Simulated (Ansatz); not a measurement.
Total energies of Si11AsH22 from Ansatz at HSE06-D4/def2-TZVP, gas phase (1 Eh = 27.2114 eV = 2625.5 kJ/mol). The reference geometry is relaxed at r2SCAN-D4/def2-SVP.

```xyz
34

Si    0.4215   -3.3780    0.6251
Si    0.8360   -0.1505   -2.4060
Si   -2.7728   -2.4114    2.4934
Si   -1.6256    2.4587   -0.9697
As    0.5531    0.5393    1.4377
Si    1.4542    3.5915   -2.8989
Si   -1.1184   -4.0600    2.2650
Si   -0.6168    0.3637   -0.6304
Si    1.7206   -1.5355    1.3039
Si    2.4936    1.5103   -2.5605
Si   -1.6260   -0.4583    3.0676
Si    0.0577    4.0965   -1.0768
H    -0.3053   -3.0629   -0.6456
H     1.3865   -4.4903    0.3340
H     0.0583   -0.1716   -3.6873
H     1.4554   -1.5001   -2.2109
H    -3.4369   -2.2155    1.1650
H    -3.8212   -2.8468    3.4762
H    -2.3817    2.4572   -2.2645
H    -2.5865    2.7357    0.1462
H     1.7178    1.3761    0.8137
H     0.6067    3.5011   -4.1313
H     2.4757    4.6664   -3.1085
H    -1.6974   -5.3897    1.8853
H    -0.3904   -4.2191    3.5661
H    -1.6641   -0.6924   -0.4467
H     2.8746   -1.3585    0.3665
H     2.2724   -1.8127    2.6683
H     3.4159    1.1996   -3.6994
H     3.3001    1.5469   -1.3007
H    -2.4698    0.7773    3.1048
H    -0.8949   -0.6066    4.3657
H    -0.5467    5.4580   -1.2384
H     0.8544    4.0818    0.1913
```

| state | geometry | energy (Eh) |
| --- | --- | --- |
| charge 0 doublet | reference | -5431.99156 |
| charge 1 singlet | reference | -5431.74695 |
| charge -1 singlet | reference | -5432.05385 |
| free Si atom (triplet) | – | -289.24294 |
| free As atom (quartet) | – | -2235.54140 |
| free H atom (doublet) | – | -0.50075 |

HSE06 is defined as in plane-wave codes, on full-range PBE exchange. Single mean-field runs in def2-TZVP are fitted with def2-universal-jkfit.

(1) Work out the vertical ionisation energy to the singlet.

(2) Work out the vertical electron affinity, to the singlet.

(3) Give the fundamental gap IE − EA, the Mulliken electronegativity (IE + EA)/2 and the hardness (IE − EA)/2.

(4) What is the binding energy per atom against free atoms?

(1) E(charge 1 singlet) − E(charge 0 doublet) = -5431.74695 − (-5431.99156) = 0.24461 Eh = 6.66 eV. For comparison, −ε of the highest occupied level of the spin that leaves is 4.94 eV at this level, 1.72 eV less.

(2) E(charge 0 doublet) − E(charge -1 singlet) = -5431.99156 − (-5432.05385) = 0.06229 Eh = 1.69 eV. The basis lacks diffuse functions, which makes affinities too small.

(3) From the values in Eh: IE − EA = 0.24461 − 0.06229 = 0.18232 Eh = 4.96 eV; (IE + EA)/2 = 4.18 eV; (IE − EA)/2 = 2.48 eV.

(4) Atoms: 11 × (-289.24294) + 1 × (-2235.54140) + 22 × (-0.50075) = -5428.23024 Eh. Binding: -5428.23024 − (-5431.99156) = 3.76132 Eh = 102.35 eV, or 3.01 eV for each of 34 atoms (no zero-point energy, no counterpoise term).
